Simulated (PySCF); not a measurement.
C5H6FO (doublet state).
Z-matrix (Å and degrees, GFN2-xTB geometry), rows numbered from 1:
```
C 
C   1  1.3213
C   2  1.4967  1  123.93
F   3  1.3860  2  110.43  1    17.37
C   3  1.4962  2  114.96  1  -115.58
O   5  1.3791  3   94.56  2  -109.51
C   6  1.4335  5   91.31  3    -7.57
H   1  1.0759  2  121.50  3   177.88
H   1  1.0763  2  121.43  3    -2.86
H   2  1.0807  1  122.00  3  -176.64
H   5  1.0716  3  133.43  2    34.09
H   7  1.0910  3  113.80  2  -138.37
H   7  1.0898  3  116.73  2    -7.19
```

The hyperfine couplings belong to this conformer and change with its torsions.

The species is `C(=C)[C@@]1(F)CO[CH]1` [radical].

Method: UKS B3LYP, pcH-1 on C F H O, non-relativistic, mean-field spin-orbit, GIAO (PySCF). One conformer (not necessarily the lowest) at the GFN2-xTB geometry, without solvent, vibrations or thermal averaging. Couplings are sensitive to structure, and on GFN2-xTB geometries they can be far from those on DFT ones. No stability test was run, so a lower SCF solution isn't excluded.

Principal values of hyperfine tensors in MHz (contact and dipolar terms together), for some of the nuclei:

```json
{"atom": "F4", "isotope": "19F", "A1": "135.61", "A2": "140.56", "A3": "269.36"}
{"atom": "C5", "isotope": "13C", "A1": "87.54", "A2": "88.29", "A3": "298.78"}
{"atom": "O6", "isotope": "17O", "A1": "-109.14", "A2": "12.86", "A3": "15.77"}
{"atom": "C3", "isotope": "13C", "A1": "-29.15", "A2": "-27.39", "A3": "-16.34"}
{"atom": "H11", "isotope": "1H", "A1": "-56.39", "A2": "-26.19", "A3": "10.83"}
{"atom": "C2", "isotope": "13C", "A1": "18.85", "A2": "22.98", "A3": "29.70"}
{"atom": "C7", "isotope": "13C", "A1": "-4.16", "A2": "-3.94", "A3": "0.21"}
{"atom": "H9", "isotope": "1H", "A1": "-3.76", "A2": "-2.13", "A3": "-0.29"}
```

Question: Split each tensor into its isotropic and traceless parts, and turn a_iso into mT with g = 2.0033.

Answer: a_iso = (A1 + A2 + A3)/3, Ti = Ai − a_iso; 1 mT corresponds to 28.039 MHz.

| atom | a_iso (MHz) | a_iso (mT) | T1 | T2 | T3 |
| --- | --- | --- | --- | --- | --- |
| F4 | 181.84 | 6.485 | -46.23 | -41.29 | 87.52 |
| C5 | 158.20 | 5.642 | -70.67 | -69.91 | 140.57 |
| O6 | -26.84 | -0.957 | -82.30 | 39.69 | 42.61 |
| C3 | -24.29 | -0.866 | -4.85 | -3.09 | 7.95 |
| H11 | -23.92 | -0.853 | -32.47 | -2.27 | 34.74 |
| C2 | 23.84 | 0.850 | -4.99 | -0.86 | 5.86 |
| C7 | -2.63 | -0.094 | -1.53 | -1.31 | 2.84 |
| H9 | -2.06 | -0.073 | -1.70 | -0.07 | 1.77 |

Question: What spin density at the nucleus of F4 lies behind its contact coupling (g_N = 5.25774)?

Answer: a_FC = (2μ0/3) gₑ μB g_N μN ρ(0)/(2S·h) = 800.24 MHz × g_N × ρ(0)/(2S), with ρ in bohr⁻³. With a_FC = 181.84 MHz and 2S = 1, ρ(0) = 0.04322 bohr⁻³.

Question: C1 (13C, g_N = 1.40482) isn't in the table. Its spin density at the nucleus is 0.008129 bohr⁻³. What is its contact coupling?

Answer: By the same relation, a_FC = 9.14 MHz. Its full tensor has the principal values 5.34, 6.33, 15.74 MHz.

Question: Name the largest traceless tensor T of the table and describe it.

Answer: C5: -70.7, -69.9, 140.6 MHz, axial, in the ratio −1:−1:+2, the form that spin in one p orbital centred on that nucleus gives.

Question: What first-order splitting does O6 cause when the field lies along A1, A2 or A3 of its tensor (g taken as isotropic, no quadrupole term)?

Answer: 6 lines (I = 5/2), spaced by |A_i|/(g × 13.996): 3.89, 0.46, 0.56 mT along the axes of A1, A2 and A3.
